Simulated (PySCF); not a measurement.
H₈N₂OSi₂, SMILES N[SiH2]O[SiH2]N. Atoms are numbered in the order given.

```xyz
13

Si    -1.5131     0.3181    -0.3842
N     -1.8582    -0.4705     1.1119
O      0.0000     0.0000    -1.0099
Si     1.5131    -0.3181    -0.3842
N      1.8582     0.4705     1.1119
H     -1.6287     1.7798    -0.1300
H     -2.4921    -0.1509    -1.3966
H     -2.0328    -1.4687     1.1664
H     -1.5221    -0.1016     1.9950
H      1.6287    -1.7798    -0.1300
H      2.4921     0.1509    -1.3966
H      1.5221     0.1016     1.9950
H      2.0328     1.4687     1.1664
```

The structure is a stationary point at B3LYP-D3(BJ)/def2-SVP. One conformer was computed; it need not be the lowest.

The numbers are results of PBE/def2-TZVP (PySCF), not measurements.

Atomic charges (e):

```csv
atom,meta-Löwdin,Mulliken,Löwdin
Si1,0.89,0.39,0.03
N2,-0.72,-0.59,-0.26
O3,-0.82,-0.32,-0.01
Si4,0.89,0.39,0.03
N5,-0.72,-0.59,-0.26
H6,-0.12,-0.05,-0.04
H7,-0.11,-0.04,-0.04
H8,0.24,0.23,0.16
H9,0.23,0.22,0.15
H10,-0.12,-0.05,-0.04
H11,-0.11,-0.04,-0.04
H12,0.23,0.22,0.15
H13,0.24,0.23,0.16
```

Problem. Give the Mayer and Wiberg (Löwdin basis) orders of the bonds. (An estimate is asked for; the answer gives what the named calculation found.)

Solution. 
```
bond     Mayer  Wiberg
-------  -----  ------
Si1–N2    1.20    1.57
Si1–O3    1.15    1.56
O3–Si4    1.15    1.56
Si4–N5    1.20    1.57
Si1–H6    0.93    0.93
Si1–H7    0.94    0.93
N2–H8     0.92    0.96
N2–H9     0.92    0.96
Si4–H10   0.93    0.93
Si4–H11   0.94    0.93
N5–H12    0.92    0.96
N5–H13    0.92    0.96
```
